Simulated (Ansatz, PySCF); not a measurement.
Here is a job for Ansatz (a first-principles code).
Ansatz 0.2 input:
```yaml
crystal:
  periodic: [false, false, false]
  atoms:
    - {symbol: Li, position_ang: [-0.40640000, -0.33510000, -0.54900000]}
    - {symbol: F, position_ang: [0.40640000, 0.33510000, 0.54900000]}
basis:
  gaussian:
    orbitals: cc-pVDZ
hamiltonian:
  xc: r2scan
magnetization: {spin_polarized: true, initial_magnetization: 2}
accuracy: high
```

Task: Give the equivalent PySCF input.

Result: Several could match; the one computed here: 
```python
from pyscf import gto, scf, dft

mol = gto.M(
    atom='''
Li   -0.406400   -0.335100   -0.549000
F     0.406400    0.335100    0.549000
''',
    basis='cc-pvdz',
    charge=0,
    spin=2,
    verbose=4,
)

mf = dft.UKS(mol)
mf.xc = 'r2scan'
mf.grids.atom_grid = (99, 590)
mf.grids.prune = None
mf.kernel()
```

Both were run: Ansatz gave -107.134795 Eh and PySCF -107.134701 Eh, 0.094 mEh apart.
